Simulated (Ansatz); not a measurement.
Computed with Ansatz on PBE0-D4/def2-TZVP structures; ΔE is electronic, products minus reactants. CCSD(T)/CBS is the MP2 limit (def2-TZVPP, def2-QZVPP) plus CCSD(T) − MP2 in def2-TZVPP, frozen cores. This one scheme is used for every species. DFT in def2-TZVPP. HSE06 is defined as in plane-wave codes. def2 core potentials past Kr. For Br, Sn outer-core shells are correlated without core-valence functions, which leaves a few kJ/mol of doubt a bond. Scalar relativity is left out up to krypton. Each species was taken in one conformer, which may not be the lowest.

Reaction (ligand exchange at the Sn–C bond): `C=[CH][SnH2][Br]` + HBr → `[Br][SnH2][Br]` + ethylene

(1) Is it downhill or uphill in electronic energy at CCSD(T)/CBS, and by how much? (An estimate is asked.)

(2) What do these levels give: r2SCAN0-D4, HSE06-D4, B2PLYP, MP2/def2-SVP, HF/def2-TZVPP, HF/def2-QZVPP? (Estimate.)

Largest T1 diagnostic among the species: 0.011.

Answers

(1) Ansatz gave: Downhill: ΔE = -27.2 kcal/mol.

(2) Computed: r2SCAN0-D4 -28.9, HSE06-D4 -28.0, B2PLYP -28.2, MP2/def2-SVP -27.2, HF/def2-TZVPP -32.7, HF/def2-QZVPP -32.9 kcal/mol.

The D4 term adds +1.1 kcal/mol with B3LYP and +0.6 kcal/mol with PBE0; it sums over pairs of atoms, weighted by their polarisabilities, and B3LYP, whose exchange is more repulsive, gets the larger term. Leaving LDA and LC-ωPBE aside and taking each functional with its dispersion term where it has one, the values, not all of them listed here, spread over 3.2 kcal/mol, from BHLYP-D4 to revPBE-D4. LDA lies +2.6 kcal/mol from PBE without D4.

B3LYP here is the variant with VWN-RPA as its local correlation; programs differ in this.
